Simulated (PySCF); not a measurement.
Gas-phase reaction: SnH₃F + F₂ + 6 O = SnF₃ + 3 HO₂

Method: PySCF energies plus ideal-gas RRHO corrections (1 bar). † marks an energy on the PBE0/def2-TZVP geometry and frequencies. CCSD(T) freezes the core. Open shells (unrestricted): O (multiplicity 3, electronic degeneracy 9), SnF₃ (multiplicity 2), HO₂ (multiplicity 2); the rest are closed-shell singlets. Spin-orbit splitting is ignored; it lowers the true energy and changes the entropy of O. B3LYP is the form with VWN-RPA correlation. Sn: scalar-relativistic def2 core potential, no spin-orbit coupling. SnH₃F, SnF₃: computed as isolated molecules; such fragments, hydroxides, amides, oligomers or adducts are transient or little studied in the gas. CCSD(T) isn't extrapolated to the basis-set limit; its ΔH°(298 K) is -1729.9 kJ in def2-SVP and -1871.4 kJ in def2-TZVPP. The harmonic model lacks anharmonicity and excited electronic states, which grow with temperature; levels with a mode under 35 cm⁻¹ are left out.

ΔH° and ΔS° at 298 K: B3LYP/def2-TZVP† -2011 kJ, -435 J/K; CCSD(T)/def2-SVP† -1730 kJ, -435 J/K; CCSD(T)/def2-TZVPP† -1871 kJ, -435 J/K; PBE0/def2-QZVP† -2037 kJ, -435 J/K.

### Question
With the heat capacities included, give log10 K (1 bar) at 1200, 1400, 1600, 1800, 2000 K from B3LYP/def2-TZVP†, CCSD(T)/def2-SVP†, CCSD(T)/def2-TZVPP†, PBE0/def2-QZVP†.

### Answer
```csv
T (K),B3LYP/def2-TZVP†,CCSD(T)/def2-SVP†,CCSD(T)/def2-TZVPP†,PBE0/def2-QZVP†
1200,63.5,51.3,57.5,64.6
1400,50.8,40.3,45.6,51.8
1600,41.2,32.1,36.7,42.1
1800,33.8,25.6,29.7,34.5
2000,27.8,20.5,24.2,28.5
```
